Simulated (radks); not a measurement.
Question: These are the eigenvalues of the occupied orbitals of an atom or ion with whole-number occupations (hartree). Method: scalar-relativistic Kohn-Sham, OLYP, spin-polarised, spherical densities, finite nucleus; Fermi nuclear charge, rms radius of each element as measured or else 0.836 A^(1/3) + 0.57 fm; computed with a radial shooting solver on a logarithmic mesh with Libxc functionals.

orbital  eigenvalue
1s down   -2632.940
1s up     -2632.940
2s up     -457.2762
2s down   -457.2662
2p up     -399.2926
2p down   -399.2846
3s up     -106.3630
3s down   -106.3594
3p up     -89.25641
3p down   -89.25239
3d up     -69.85616
3d down   -69.84907
4s up     -22.67374
4s down   -22.66542
4p up     -17.05809
4p down   -17.05060
4d up     -10.01023
4d down   -10.00144
5s up      -3.77132
5s down    -3.68907
5p up      -2.37839
5p down    -2.26738
4f up      -2.18010
4f down    -2.16225
5d up      -0.82996

Which element is it, and in what charge state? The configuration may be excited. Open shells, if any, are filled with parallel spins first.

Answer: Z = 75, rhenium, charge +2: Re2+ in [Xe] 4f14 5d5. The list shows which subshells hold electrons but not how many an open one holds; the 1s level, -2632.9 hartree, gives Z - s = 72.6 by -(Z - s)^2/2, which with screening and relativity narrows Z to a few neighbours, and the depths of the outer levels then fix element, charge and occupations together.
